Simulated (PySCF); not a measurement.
Mapped SMILES: `[CH3:1][C:2](=[O:3])[SiH2:4][CH2:5]/[C:6]([SiH3:7])=[CH:8]/[F:9]`; H(Xn) means a hydrogen on atom n.

Level of theory: geometry: GFN2-xTB, GIAO PBE0/pcSseg-1 shieldings, in PySCF 2.14.0 with density-fitted response routines (non-relativistic, averaged over atoms made equivalent by symmetry, fast rotation or ring inversion, gas phase, one conformer).

Scale: ¹³C and ¹H and ²⁹Si vs TMS; ¹⁷O vs H2O; ¹⁹F vs CFCl3 (reference shieldings calculated alike).

| atoms | nucleus | count | δ (ppm) |
| --- | --- | --- | --- |
| Si4 | ²⁹Si | 1 | -59.7 |
| H(C8) | ¹H | 1 | ? |
| F9 | ¹⁹F | 1 | -102.8 |
| C5 | ¹³C | 1 | 14.9 |
| C8 | ¹³C | 1 | 164.0 |
| H(Si7) | ¹H | 3 | ? |
| C2 | ¹³C | 1 | 242.8 |
| H(C1) | ¹H | 3 | 2.43 |
| O3 | ¹⁷O | 1 | 851.0 |
| C1 | ¹³C | 1 | 40.6 |
| C6 | ¹³C | 1 | 112.9 |
| Si7 | ²⁹Si | 1 | ? |
| H(C5) | ¹H | 2 | 1.92 |
| H(Si4) | ¹H | 2 | ? |

Task: Complete the table.

Result: 
- H(C8): 7.17 ppm, hydrogen on an alkene CH; attached to an sp2 carbon and in the plane of the double bond
- H(Si4): 4.30 ppm, hydrogen on a silicon bonded to 2 C
- H(Si7): 4.21 ppm, hydrogen on a silicon bonded to C
- Si7: -79.0 ppm, silicon bonded to C, 3 H

Shifts are as computed. Against solution values, carbons near 30 ppm lie about +3 ppm off and those near 130 ppm about +5 ppm. Of 1211 compounds with measured shifts, 218 miss one by over three times the rms of a fit or turn the order of signals round; such compounds aren't used in these exercises. Unscaled 19F shifts against computed CFCl3 carry errors that often reach 10 to 50 ppm. Unscaled 17O shifts of doubly bonded oxygen tend to come out too high, by tens of ppm or more. Experimental scales use liquid or dissolved standards, which lie at an offset from isolated H2O (liquid H2O: subtract about 36 ppm).
